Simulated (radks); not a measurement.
The numbers below are computed, except where a source is named.
Charge is removed step by step from the 1s down level of Hf, starting from 1s(up 1, down 1) 2s2 2p6 3s2 3p6 3d10 4s2 4p6 4d10 4f14 5s2 5p6 5d2 6s2. Level of theory: scalar-relativistic Kohn-Sham, r2SCAN, spin-polarised, spherical densities, finite nucleus; open shells are filled with parallel spins first (spin-orbit coupling, left out, can overturn this in heavy ions); meta-GGA in the generalised Kohn-Sham scheme; Fermi nuclear charge, rms radius 5.347 fm (a radial shooting solver on a logarithmic mesh with Libxc functionals).

| removed (e) | E - E(0) (eV) | eigenvalue (eV) | E minus straight line (eV) |
|---|---|---|---|
| 0 | 0.000 | -65354 | 0.000 |
| 0.125 | 8169.2 | -65466 | -43.523 |
| 0.25 | 16352.3 | -65575 | -73.115 |
| 0.375 | 24549 | -65679 | -89.244 |
| 0.5 | 32758 | -65777 | -92.516 |
| 0.625 | 40980 | -65868 | -83.672 |
| 0.75 | 49213 | -65945 | -63.692 |
| 0.875 | 57454 | -66001 | -34.722 |
| 1 | 65702 | -66028 | 0.000 |

Removing the whole electron costs 65702 eV by Delta-SCF, against 65354 eV from minus the eigenvalue at the starting occupation. Slater's transition state (half an electron removed) gives 65777 eV. Integrating minus the eigenvalue over the occupation (Janak's theorem) gives 65751 eV. In this scalar-relativistic scheme the density is built from large components alone, so the theorem holds only approximately. The mean slope of the eigenvalue, de/dn, is 673 eV per electron.
